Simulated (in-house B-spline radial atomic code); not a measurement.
**RPA and G0W0 on r2SCAN0: Cr+**

Configuration [Ar] 3d5, highest spin, mean-field start r2SCAN0. Computed with a B-spline radial code for spherical atoms: all electrons, scalar-relativistic (spin-free one-electron X2C), finite nucleus, each spin shell either full or empty, empty states to l = 9 with an (l + 1/2)⁻⁴ tail; G0W0 by contour deformation at full frequency.

Command:
```bash
python run_gw.py task.json out
```
Settings (radii: box in bohr, nucleus in fm):
```
Z                        24
electrons                23
configuration            [Ar] 3d5
hamiltonian              x2c
method                   r2scan0
lmax                     9
rms_radius               3.6452
spin_polarised           True
box_radius               23.78
intervals                71
```

Time taken, with all properties: 4.4 s on 1 thread of Arm Neoverse N1, on a shared host.

Energies (hartree):

| term | value |
| --- | --- |
| mean-field total | -1050.49358 |
| Hartree-Fock functional on these orbitals | -1049.44754 |
| direct second order | -1.7511 |
| second-order exchange | 0.58009 |
| SOSEX correction | 0.52358 |

Q: What is the RPA correlation energy, and what remains with SOSEX?

A: RPA gives -1.4969 hartree (-1.77 eV per electron); RPA + SOSEX gives -0.97334, and the second-order doubles -1.171 hartree (no singles). RPA lacks exchange-type terms and so overcorrelates at short range.

Quasi-particle levels (eV):

```csv
level,occupied,mean field,Σx - vxc,Σc,QP weight,G0W0
3d up,yes,-12.763,-5.04,?,?,?
4s up,no,-8.957,3.28,-1.21,0.954,-6.890
```

G0W0 = mean field + (Σx - vxc) + Σc, with Σc (partial-wave tail included) taken at the quasi-particle energy. Only the outer levels were computed. Levels of low weight are left out.

Q: Where does G0W0 put 3d up?

A: At -16.309 eV, with Σc = 1.49 eV and a quasi-particle weight of 0.768. The tabulated removal energy is 16.486 eV (NIST, measured); the calculation leaves out spin-orbit coupling, Breit and QED terms, and what these don't explain is the method's own error.
